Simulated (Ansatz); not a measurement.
Basis sets compared for `OB(O)CCCCc1ccc2ccc3cccc4ccc1c2c34`. Total charge 0; singlet. Geometry PBE-D4/def2-SVP. Ansatz on 2 threads of AMD EPYC 7R13 on a shared host and a share (18 GiB) of an NVIDIA H100 80GB HBM3; times are rough, and most runs start from earlier orbitals.

```xyz
42

O    -2.805   -4.623    3.765
B    -2.400   -3.377    3.334
O    -3.242   -2.290    3.244
C    -0.896   -3.181    2.888
C    -0.766   -2.912    1.377
C     0.681   -2.733    0.909
C     0.828   -2.474   -0.606
C     0.224   -1.167   -1.066
C    -1.067   -1.157   -1.628
C    -1.696    0.026   -2.024
C    -1.049    1.270   -1.877
C    -1.665    2.507   -2.275
C    -1.014    3.707   -2.129
C     0.310    3.771   -1.572
C     1.001    4.993   -1.414
C     2.292    5.026   -0.870
C     2.922    3.841   -0.469
C     2.271    2.595   -0.606
C     2.885    1.359   -0.207
C     2.235    0.157   -0.349
C     0.909    0.073   -0.905
C     0.272    1.297   -1.314
C     0.949    2.549   -1.164
H    -3.747   -4.675    4.006
H    -4.163   -2.469    3.505
H    -0.298   -4.074    3.170
H    -0.465   -2.319    3.445
H    -1.358   -2.010    1.112
H    -1.225   -3.752    0.806
H     1.146   -1.896    1.475
H     1.266   -3.643    1.172
H     0.340   -3.306   -1.157
H     1.902   -2.518   -0.880
H    -1.593   -2.117   -1.756
H    -2.707   -0.004   -2.459
H    -2.678    2.471   -2.704
H    -1.499    4.647   -2.438
H     0.508    5.927   -1.727
H     2.813    5.988   -0.757
H     3.936    3.869   -0.042
H     3.901    1.392    0.218
H     2.742   -0.765   -0.033
```

B3LYP takes the VWN-RPA correlation. Single mean-field runs in def2-SVP, def2-TZVP are fitted with def2-universal-jkfit.

Binding counts from free atoms (O triplet, B doublet, C triplet, H doublet) in the same basis, without a counterpoise term.

```json
{"level": "PBE-D4/def2-SVP", "functions": "417", "energy (Eh)": "-947.2221", "HOMO (eV)": "-4.83", "LUMO (eV)": "-2.30", "binding per atom (eV)": "5.39", "wall time": "3 s"}
{"level": "B3LYP-D4/6-31G", "functions": "245", "energy (Eh)": "-948.8864", "HOMO (eV)": "-5.14", "LUMO (eV)": "-1.43", "binding per atom (eV)": "5.01", "wall time": "3.3 s"}
{"level": "PBE0-D4/def2-SVP", "functions": "417", "energy (Eh)": "-947.3098", "HOMO (eV)": "-5.59", "LUMO (eV)": "-1.64", "binding per atom (eV)": "5.28", "wall time": "2.7 s"}
```

(1) Estimate the rows for PBE-D4/def2-TZVP, B3LYP-D4/def2-TZVP, PBE0-D4/def2-TZVP (with forces).

Results:

(1) 
| level | functions | energy (Eh) | HOMO (eV) | LUMO (eV) | binding per atom (eV) | wall time |
| --- | --- | --- | --- | --- | --- | --- |
| PBE-D4/def2-TZVP | 827 | -948.2281 | -4.89 | -2.37 | 5.30 | 7 s |
| B3LYP-D4/def2-TZVP | 827 | -949.4777 | -5.43 | -1.79 | 5.11 | 5.5 s |
| PBE0-D4/def2-TZVP (with forces) | 827 | -948.3054 | -5.61 | -1.68 | 5.20 | 8 s |
